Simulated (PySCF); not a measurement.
# Worked example: chemical shift, span and skew from a shielding tensor

GaF₂Cl, SMILES [F][Ga]([F])[Cl]. Atoms are numbered in the order given.

```xyz
4

Ga     0.0000     0.0000    -0.2967
F      0.0000    -1.4825    -1.1946
F      0.0000     1.4825    -1.1946
Cl     0.0000     0.0000     1.8060
```
Charge 0, spin multiplicity 1.

Coordinates come from a ωB97X-D3(BJ)/def2-SVP optimisation.

GIAO shieldings from HF/pcSseg-2 in PySCF, non-relativistic, no solvent. The symmetric part of the tensor of F2 has the principal values 359.2, 426.3, 455.3 ppm. The same nucleus in CFCl3 has σ = 237.3 ppm at this level (PySCF, at its B3LYP-D3(BJ)/def2-TZVP geometry). Without spin–orbit terms, shifts of atoms bonded to Cl or Br come out too high.

Task: Work out the isotropic shielding, the ¹⁹F shift against CFCl3, the span and the skew.

Result: 
σ(iso) = (σ11 + σ22 + σ33)/3 = 413.6 ppm. δ = σ(ref) − σ(iso) = 237.3 − (413.6) = -176.3 ppm.
Span Ω = σ33 − σ11 = 96.1 ppm. Skew κ = 3(σ(iso) − σ22)/Ω = -0.40. Tumbling in solution averages the tensor to δ; in a static solid the shielding alone would spread this spin-1/2 line over Ω.
